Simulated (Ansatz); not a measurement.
`[SeH]`• → H• + Se•  (atomization)

Isolated molecules relaxed with PBE0-D4/def2-TZVP in Ansatz; ΔE leaves out vibrations. CCSD(T)/CBS adds triple-zeta CCSD(T) − MP2 to the extrapolated MP2 energy (def2 sets, frozen cores). This one scheme is used for every species, atoms too. Open shells (•) are unrestricted, without spin–orbit coupling. Spin–orbit coupling would lower the free atoms: clearly for Se. Bonds to Se are less sure, by a few kJ/mol each and by 10 to 20 or more in all where they break to atoms, as the def2 sets lack core-valence functions. Scalar relativity is left out up to krypton.

```tsv
species	MP2/CBS(def2) energy (Eh)
`[SeH]`•	-2401.23753
H•	-0.50000
Se•	-2400.61553
```

**Question.** Work out ΔE.

**Answer.** ΔE = (-0.50000) + (-2400.61553) − (-2401.23753) = 0.12200 Eh = +320.3 kJ/mol. CCSD(T)/CBS gives +331.0 kJ/mol.

Largest T1 diagnostic among the species: 0.008.

From r2SCAN to r2SCAN0 (25 % exact exchange), in def2-TZVPP and without D4, ΔE moves by −6.3 kJ/mol: exact exchange takes away binding that semilocal exchange gives to molecules. At CCSD(T), def2-SVP lies −30.0 kJ/mol from the extrapolated value and def2-TZVPP −10.4 kJ/mol: correlation converges slowly with the basis, and small sets miss more of it in the bonded molecule than in its fragments.

For atomizations the MP2-based limit and the directly extrapolated one differ by several kJ/mol either way, and by 10 to 25 for some Ge, Se and Sn compounds, so smaller differences from it don't rank the levels.
